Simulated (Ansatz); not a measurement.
Sn₄S₆F₄⁺, that is (FSn)4S6 adamantane with one electron fewer. Charge 1, multiplicity 2. Geometry PBE-D4/def2-SVP; atoms count from 1.

```xyz
14

Sn    0.052    1.748   -1.508
F    -0.110    3.190   -2.783
S     2.421    1.519   -1.024
Sn    2.222   -0.299    0.571
F     4.010   -0.716    1.171
S     1.396   -2.431   -0.358
Sn   -0.955   -1.907   -0.897
F    -1.591   -3.495   -1.794
S    -1.008   -0.169   -2.643
S    -2.403   -1.552    1.018
Sn   -1.323    0.465    1.835
F    -2.304    1.014    3.405
S    -1.398    2.438    0.361
S     0.992    0.195    2.647
```

In the def2 sets Sn takes a core potential; there is no spin–orbit coupling. Single mean-field runs in def2-TZVP are fitted with def2-universal-jkfit.

Q: Estimate the Mulliken populations from the PBE0/def2-TZVP orbitals of Ansatz.

A: 
```json
{"atom": "Sn1", "charge (e)": "0.96", "spin (α − β)": "-0.03"}
{"atom": "F2", "charge (e)": "-0.40", "spin (α − β)": "0.00"}
{"atom": "S3", "charge (e)": "-0.25", "spin (α − β)": "-0.01"}
{"atom": "Sn4", "charge (e)": "0.96", "spin (α − β)": "-0.03"}
{"atom": "F5", "charge (e)": "-0.40", "spin (α − β)": "0.00"}
{"atom": "S6", "charge (e)": "-0.18", "spin (α − β)": "0.31"}
{"atom": "Sn7", "charge (e)": "0.96", "spin (α − β)": "-0.03"}
{"atom": "F8", "charge (e)": "-0.40", "spin (α − β)": "0.00"}
{"atom": "S9", "charge (e)": "-0.18", "spin (α − β)": "0.28"}
{"atom": "S10", "charge (e)": "-0.25", "spin (α − β)": "-0.01"}
{"atom": "Sn11", "charge (e)": "0.96", "spin (α − β)": "-0.03"}
{"atom": "F12", "charge (e)": "-0.40", "spin (α − β)": "0.00"}
{"atom": "S13", "charge (e)": "-0.19", "spin (α − β)": "0.26"}
{"atom": "S14", "charge (e)": "-0.18", "spin (α − β)": "0.28"}
```
Mulliken values depend strongly on the basis.

Q: Where does the spin sit?

A: Summed by element: Sn -0.11, F -0.01, S 1.11, of 1 unpaired in all. Largest on single atoms: S6 0.31, S14 0.28, S9 0.28.

Q: And the Mayer bond orders between heavy atoms (over 0.3)?

A: Sn1–F2 0.89 (1.93 Å); Sn1–S3 0.99 (2.43 Å); Sn1–S9 0.92 (2.47 Å); Sn1–S13 0.93 (2.46 Å); S3–Sn4 1.00 (2.43 Å); Sn4–F5 0.89 (1.93 Å); Sn4–S6 0.92 (2.47 Å); Sn4–S14 0.93 (2.46 Å); S6–Sn7 0.91 (2.47 Å); Sn7–F8 0.89 (1.93 Å); Sn7–S9 0.93 (2.46 Å); Sn7–S10 1.00 (2.43 Å); S10–Sn11 0.99 (2.43 Å); Sn11–F12 0.89 (1.93 Å); Sn11–S13 0.93 (2.46 Å); Sn11–S14 0.92 (2.47 Å).
